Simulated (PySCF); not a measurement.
C6H13FN2Si.
SMILES with atom numbers: `[CH2:1]=[C:2]([N:3]1[CH2:4][CH2:5][CH2:6][CH2:7]1)[Si@H:8]([NH2:9])[F:10]`

Structure used (GFN2-xTB), in Å, numbered top down from 1:
```xyz
23
C6H13FN2Si angstrom
C      1.4710   -1.5092   -0.7621
C      0.9370   -0.3391   -0.3659
N     -0.4071   -0.1878   -0.1544
C     -1.3192   -1.3117   -0.1015
C     -2.5814   -0.7637    0.5661
C     -2.5052    0.7334    0.2762
C     -1.0090    1.0083    0.3886
Si     2.0674    1.1678   -0.1580
N      3.7574    0.8730   -0.1450
F      1.8030    1.7910    1.3128
H      2.5267   -1.5916   -0.9465
H      0.8963   -2.4047   -0.9211
H     -1.5295   -1.6693   -1.1184
H     -0.8870   -2.1431    0.4674
H     -2.5394   -0.9346    1.6424
H     -3.4872   -1.2248    0.1773
H     -3.0924    1.3304    0.9706
H     -2.8466    0.9353   -0.7397
H     -0.7240    1.1635    1.4391
H     -0.7019    1.8898   -0.1788
H      1.8067    2.2487   -1.0987
H      4.1896    0.4721   -0.9588
H      4.1701    0.4933    0.6916
```

Probes without a nucleus sit at each ring's centroid and 1 Å off its mean plane on both sides; NICS is minus the shielding there, NICSzz its component along the normal. Level: GIAO PBE0/pcSseg-1 (PySCF, non-relativistic, gas phase) on the GFN2-xTB geometry, one conformer.

Ring bond lengths (Å), with Mayer bond orders in brackets: N3–C4 1.448 (0.92), C4–C5 1.529 (1.03), C5–C6 1.527 (1.04), C6–C7 1.525 (1.02), C7–N3 1.445 (0.92).

Q: Give the NICS values of each ring in ppm.

A: 
```
          ring                                             type  NICS(0)  NICS(1), two faces  NICS(1)zz, two faces  rms pucker (Å)  centre to ring atoms, mean (Å)
N3–C4–C5–C6–C7  5-membered ring with N; formal bonds all single     -7.2         -3.5 / -3.5           -3.5 / -3.3            0.17                            1.25
```

Q: What do they say, and how far can they be read as aromaticity?

A: 
- N3–C4–C5–C6–C7: mean NICS(1)zz -3.4 ppm, shielded. C4, C5, C6, C7 have four or more neighbours; no verdict on aromaticity is drawn.

Q: At the first NICS(1) probe listed for ring N3–C4–C5–C6–C7, 1 Å off the ring, what do the in-plane components average?

A: The isotropic value is a third of the trace: (3 × -3.5 − (-3.5))/2 = -3.5 ppm.

Q: Give the inner angles of the rings and the Hirshfeld charges of the ring atoms.

A: 
- N3–C4–C5–C6–C7: N3 111.5° (-0.055 e), C4 104.9° (-0.019 e), C5 103.1° (-0.067 e), C6 102.2° (-0.068 e), C7 103.4° (-0.025 e); sum 525.2° against 540° for a flat convex ring.

Time: 70 s wall (with the writing of density and orbital grids); peak memory 1.1 GiB. Hardware: one thread, Arm Neoverse V2 (aarch64), shared host with 96 logical CPUs at a one-minute load of 53. This is the whole shielding run at PBE0/pcSseg-1, SCF included.
